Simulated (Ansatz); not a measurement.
**Energy differences in PtO**

Calculated in Ansatz's Gaussian-basis code. Basis cc-pwCVTZ-PP on Pt, cc-pVTZ on O, scalar-relativistic core potentials (60 electrons on Pt), no spin–orbit coupling, 1 orbital frozen in the corrections; active space CAS(14,9), shells under the valence barred from it. Restricted Hartree–Fock, then the lowest state-specific CASSCF solution met for each case. Coupled cluster stands on the determinant that it favours, not always the lowest RHF. On stretched bonds single-reference methods can fail or change state. Solutions in different active orbitals can move differences by tenths of an eV and at times more than 1 eV.

Case A, triplet: bond length 1.9860 Å.

Case B, singlet: bond length 1.7270 Å.

Case C, triplet: bond length 1.7270 Å.

Energy less that of case A, in eV:

```tsv
case	RHF/ROHF	CASSCF	CCSD(T)
B	+1.958	+0.040	-0.103
C	+0.290	-0.480	-0.987
```

**Question.** Give the SC-NEVPT2 energies against case A.

**Answer.** B: -0.073 eV (-1.7 kcal/mol); C: -0.922 eV (-21.3 kcal/mol).

**Question.** Which case is lowest, and do the methods agree?

**Answer.** C is lowest in SC-NEVPT2. RHF/ROHF puts A lowest.
